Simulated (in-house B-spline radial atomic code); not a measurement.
Sb IV (Sb3+) is squeezed into an impenetrable sphere of radius R (the orbitals vanish at R). Method: Dirac-Hartree-Fock, average of configuration, Fermi nucleus of rms radius 4.6802 fm. Calculated with an all-electron radial atomic-structure program (B-spline basis).

Energies in eV above the free ion in [Kr] 4d10 5s2:

| R (bohr) | highest level (eV) | [Kr] 4d10 5s2 | [Kr] 4d10 4f1 5s1 | [Kr] 4d10 5s1 5d1 |
| --- | --- | --- | --- | --- |
| 7.15 | -41.9 | 0.000534 | 27.37 | 21.19 |
| 6.08 | -41.9 | 0.009866 | 28.01 | 21.59 |
| 5.39 | -41.8 | 0.0588 | 28.87 | 22.35 |
| 4.36 | -41.4 | 0.7057 | 31.68 | 25.84 |
| 3.87 | -40.5 | 2.133 | 34.52 | 30.21 |
| 3.2 | -36.6 | 9.284 | 43.11 | 44.9 |
| 2.52 | -21.1 | 43.84 | 73.63 | 95.17 |
| 2.26 | -5.58 | 83.77 | 106.6 | 144.7 |
| 1.95 | 31.3 | 193.5 | 196.9 | 269 |
| 1.35 | 293 | 1289 | 1130 | 1393 |

(1) Does [Kr] 4d10 4f1 5s1 fall below [Kr] 4d10 5s2 under compression?

(2) Does [Kr] 4d10 5s1 5d1 fall below [Kr] 4d10 5s2 under compression?

The highest level is first positive in the row R = 1.95 bohr, pushed up by confinement above the zero of the free ion's potential. Each configuration is held fixed and needn't be the lowest in the sphere.

Answers

(1) Yes, between R = 1.95 and 1.35 bohr the order changes (near 1.94 bohr by linear interpolation).

(2) No, it stays above over the whole range.
